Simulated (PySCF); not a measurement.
H$_{7}$ClOSi$_{3}$, singlet, geometry from GFN2-xTB, with bond 9-3 at 1.8 times its length; PySCF with CASCI(2,3)/STO-3G.

PySCF was given this input:
```python
from pyscf import gto, scf, mcscf
import numpy

mol = gto.M(
    atom='''
O    -0.34204581    1.19478526   -1.37476638
Si   -0.04483154    0.11650891   -0.18039165
Si    2.22431779   -0.26325627   -0.49627047
Si   -1.64747051   -1.57371763   -0.20046571
Cl   -0.34242533    1.16974097    1.59224320
H    -1.11088987    1.75989090   -1.40488057
H     2.77081049   -1.08084981    0.59274766
H     3.05978515    0.93909477   -0.57801092
H     2.59833371   -1.61506549   -2.73161568
H    -3.03545185   -1.11237321   -0.05428350
H    -1.41143670   -2.54866989    0.86625215
H    -1.59554506   -2.30020035   -1.47390988
''',
    basis='sto-3g',
    verbose=4,
)

mf = scf.RHF(mol)
mf.kernel()
mc = mcscf.CASCI(mf, 3, 2)
mc.fix_spin_(ss=0.0)
mc.kernel()
occ = numpy.linalg.eigvalsh(mc.fcisolver.make_rdm1(mc.ci, mc.ncas, mc.nelecas))[::-1]
ss = mc.fcisolver.spin_square(mc.ci, mc.ncas, mc.nelecas)[0]
print('natural occupations', occ.round(4), ' <S^2>', round(ss, 4))
```

**Question.** Write the output that PySCF gives for this input, abridged.

**Answer.** 
```
PySCF version 2.14.0

[INPUT] verbose = 4
[INPUT] num. atoms = 12
[INPUT] num. electrons = 74
[INPUT] charge = 0
[INPUT] spin (= nelec alpha-beta = 2S) = 0
[INPUT] symmetry False subgroup None
[INPUT] Mole.unit = angstrom
[INPUT] Symbol           X                Y                Z      unit          X                Y                Z       unit  Magmom
[INPUT]  1 O     -0.342045810000   1.194785260000  -1.374766380000 AA   -0.646372902955   2.257816919067  -2.597931943460 Bohr   0.0
[INPUT]  2 Si    -0.044831540000   0.116508910000  -0.180391650000 AA   -0.084719332342   0.220169930972  -0.340890813658 Bohr   0.0
[INPUT]  3 Si     2.224317790000  -0.263256270000  -0.496270470000 AA    4.203351437098  -0.497482250875  -0.937815272009 Bohr   0.0
[INPUT]  4 Si    -1.647470510000  -1.573717630000  -0.200465710000 AA   -3.113268062198  -2.973895318100  -0.378825289266 Bohr   0.0
[INPUT]  5 Cl    -0.342425330000   1.169740970000   1.592243200000 AA   -0.647090091814   2.210490069983   3.008903571701 Bohr   0.0
[INPUT]  6 H     -1.110889870000   1.759890900000  -1.404880570000 AA   -2.099277608854   3.325711810114  -2.654839515023 Bohr   0.0
[INPUT]  7 H      2.770810490000  -1.080849810000   0.592747660000 AA    5.236072969172  -2.042510122688   1.120130738377 Bohr   0.0
[INPUT]  8 H      3.059785150000   0.939094770000  -0.578010920000 AA    5.782155933511   1.774631920311  -1.092282335808 Bohr   0.0
[INPUT]  9 H      2.598333710000  -1.615065490000  -2.731615680000 AA    4.910139092125  -3.052031449336  -5.162005512768 Bohr   0.0
[INPUT] 10 H     -3.035451850000  -1.112373210000  -0.054283500000 AA   -5.736172660804  -2.102080715203  -0.102580948083 Bohr   0.0
[INPUT] 11 H     -1.411436700000  -2.548669890000   0.866252150000 AA   -2.667228805160  -4.816288074025   1.636979318316 Bohr   0.0
[INPUT] 12 H     -1.595545060000  -2.300200350000  -1.473909880000 AA   -3.015143182803  -4.346748693129  -2.785286005491 Bohr   0.0

nuclear repulsion = 430.169944839306
number of shells = 30
number of NR pGTOs = 144
number of NR cGTOs = 48
basis = sto-3g
ecp = {}

******** <class 'pyscf.scf.hf.RHF'> ********
method = RHF
initial guess = minao
damping factor = 0
level_shift factor = 0
DIIS = <class 'pyscf.scf.diis.CDIIS'>
diis_start_cycle = 1
diis_space = 8
diis_damp = 0
SCF conv_tol = 1e-09
SCF conv_tol_grad = None
SCF max_cycles = 50
direct_scf = True
direct_scf_tol = 1e-13
Set gradient conv threshold to 3.16228e-05
Initial guess from minao.
init E= -1388.32278732777
  HOMO = -0.239537694367602  LUMO = -0.0550972457827321  gap/eV = 5.01888
cycle= 1 E= -1389.05120465056  delta_E= -0.728  |g|= 0.481  |ddm|= 3.74
  HOMO = -0.189610982090013  LUMO = 0.132992346925538  gap/eV = 8.77848
cycle= 2 E= -1389.14591901046  delta_E= -0.0947  |g|= 0.174  |ddm|= 1.14
  HOMO = -0.217056600550907  LUMO = 0.132598397701632  gap/eV = 9.51460
cycle= 3 E= -1389.1603596011  delta_E= -0.0144  |g|= 0.0381  |ddm|= 0.408
  HOMO = -0.216585632401585  LUMO = 0.13349255144651  gap/eV = 9.52611
cycle= 4 E= -1389.16132460301  delta_E= -0.000965  |g|= 0.0128  |ddm|= 0.113
  HOMO = -0.218662468171947  LUMO = 0.133787189142802  gap/eV = 9.59064
cycle= 5 E= -1389.16143463568  delta_E= -0.00011  |g|= 0.00197  |ddm|= 0.0356
  HOMO = -0.21856708030408  LUMO = 0.133490642946714  gap/eV = 9.57998
cycle= 6 E= -1389.16143877767  delta_E= -4.14e-06  |g|= 0.000419  |ddm|= 0.00788
  HOMO = -0.218616406071855  LUMO = 0.133580704797937  gap/eV = 9.58377
cycle= 7 E= -1389.16143897396  delta_E= -1.96e-07  |g|= 8.71e-05  |ddm|= 0.00176
  HOMO = -0.218614433656095  LUMO = 0.133573790012092  gap/eV = 9.58353
cycle= 8 E= -1389.16143898144  delta_E= -7.48e-09  |g|= 1.75e-05  |ddm|= 0.000328
  HOMO = -0.218613984521707  LUMO = 0.133572836284186  gap/eV = 9.58349
cycle= 9 E= -1389.16143898172  delta_E= -2.8e-10  |g|= 3.67e-06  |ddm|= 6.41e-05
  HOMO = -0.218614203221861  LUMO = 0.13357326271441  gap/eV = 9.58351
Extra cycle  E= -1389.16143898173  delta_E= -1.82e-11  |g|= 1.49e-06  |ddm|= 9.08e-06
converged SCF energy = -1389.16143898173

******** <class 'pyscf.mcscf.casci.CASCI'> ********
CAS (1e+1e, 3o), ncore = 36, nvir = 9
natorb = False
canonicalization = True
sorting_mo_energy = False
******** <class 'pyscf.fci.addons.SpinPenaltyFCISolver'> ********
max. cycles = 200
conv_tol = 1e-08
davidson only = True
linear dependence = 1e-12
level shift = 0.001
max iter space = 12
nroots = 1
pspace_size = 400
spin = None
Density matrix diagonal elements [1.59585504 0.39788509 0.00625986]
CASCI converged
CASCI E = -1389.25161076973  E(CI) = -0.950860759350462  S^2 = 0.0000000
natural occupations [1.5982 0.4018 0.    ]  <S^2> 0.0
```
